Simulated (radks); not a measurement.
Results of a calculation; reference values are marked as such.
The mean radii <r> (bohr) of the occupied orbitals of an atom or ion are listed with their occupations. Level of theory: Dirac Kohn-Sham, PBE, spin-unpolarised, spherical densities, finite nucleus; Fermi nuclear charge, rms radius of each element as measured or else 0.836 A^(1/3) + 0.57 fm (a radial shooting solver on a logarithmic mesh with Libxc functionals).

| orbital | occ. | <r> |
|---|---|---|
| 1s1/2 | 2 | 0.01744 |
| 2s1/2 | 2 | 0.07297 |
| 2p1/2 | 2 | 0.06017 |
| 2p3/2 | 4 | 0.06848 |
| 3s1/2 | 2 | 0.1899 |
| 3p1/2 | 2 | 0.1801 |
| 3p3/2 | 4 | 0.1954 |
| 3d3/2 | 4 | 0.1705 |
| 3d5/2 | 6 | 0.1752 |
| 4s1/2 | 2 | 0.4232 |
| 4p1/2 | 2 | 0.4267 |
| 4p3/2 | 4 | 0.4604 |
| 4d3/2 | 4 | 0.4719 |
| 4d5/2 | 6 | 0.4831 |
| 5s1/2 | 2 | 0.9771 |
| 5p1/2 | 2 | 1.060 |
| 4f5/2 | 6 | 0.5311 |
| 4f7/2 | 8 | 0.5387 |
| 5p3/2 | 4 | 1.155 |
| 5d3/2 | 4 | 1.523 |
| 5d5/2 | 2 | 1.569 |

Name the element and its charge. Open shells, if any, fill j = l - 1/2 first.

Answer. Z = 77, iridium, charge +3: Ir3+ in [Xe] 4f14 5d6. The 1s radius gives Z: for a bare nucleus <r> = (2 gamma + 1)/(2Z) with gamma = sqrt(1 - (Z/c)^2), 0.01724 bohr for Z = 77, and screening makes it slightly larger (0.01744 here). The occupations add up to 74, and the charge is Z minus that.
